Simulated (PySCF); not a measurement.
**C₆ coefficients of unlike pairs at PBE0**

Calculated with PySCF 2.14 from the dipole response of each species, C₆(A,B) = (3/π) ∫ α_A(iu) α_B(iu) du, in atomic units, from isotropic polarisabilities. For ions this is the dispersion term alone; charge-induced terms of lower order in 1/R come first.

| species | configuration | basis | relativity | α (bohr³) | C₆ (like pair) |
| --- | --- | --- | --- | --- | --- |
| Br²⁺ | [Ar] 3d10 4s2 4p3 (4S) | def2-TZVPPD (7s6p5d1f) | none | 8.436 | 40.11 |
| Be⁺ | [He] 2s1 (2S) | aug-cc-pCVTZ-DK (7s6p4d2f) | spin-free X2C | 22.29 | 60.36 |
| K⁺ | [Ar] (1S) | aug-cc-pwCVTZ-X2C (9s8p6d3f) | spin-free X2C | 5.544 | 23.63 |
| Ne⁺ | [He] 2s2 2p5 (2P) | aug-cc-pCVTZ-DK (7s6p4d2f) | spin-free X2C | 1.331 | 2.359 |

Estimate C₆ for Ne⁺ with Be⁺.

The integral gives 6.931. The combination rule 2 C_A C_B / (C_A α_B/α_A + C_B α_A/α_B) gives 6.607 and the geometric mean 11.93.

No spin-orbit coupling is included.

The other pairs:

```json
{"pair": "Be⁺, Br²⁺", "C₆": "38.52"}
{"pair": "Ne⁺, K⁺", "C₆": "7.177"}
{"pair": "K⁺, Be⁺", "C₆": "26.82"}
{"pair": "Ne⁺, Br²⁺", "C₆": "8.907"}
{"pair": "K⁺, Br²⁺", "C₆": "30.45"}
```
